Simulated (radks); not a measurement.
Results of a calculation; reference values are marked as such.
Problem. The rhenium ion Re2+, [Xe] 4f14 5d5. Code: a radial shooting solver on a logarithmic mesh with Libxc functionals. Model: non-relativistic Kohn-Sham, LDA (Slater exchange, Perdew-Wang correlation), spin-polarised, spherical densities, point nucleus. Every spin shell is full or empty, so the densities are truly spherical. Functionals are evaluated on that one density, not self-consistently. Rank these exchange functionals by their error against the exact value of the orbitals, and give that value: LDA, PBEsol, revPBE, RPBE, PW91, WC, SOGGA, G96, MS2.

Solution. Exact: -309.587 hartree. From best to worst, with 100 (|E| - |E exact|)/|E exact| (equal figures are ties): RPBE -0.12, PW91 +0.14, revPBE -0.16, WC -0.55, G96 +0.56, MS2 -0.58, PBEsol -1.75, SOGGA -1.76, LDA -3.83.
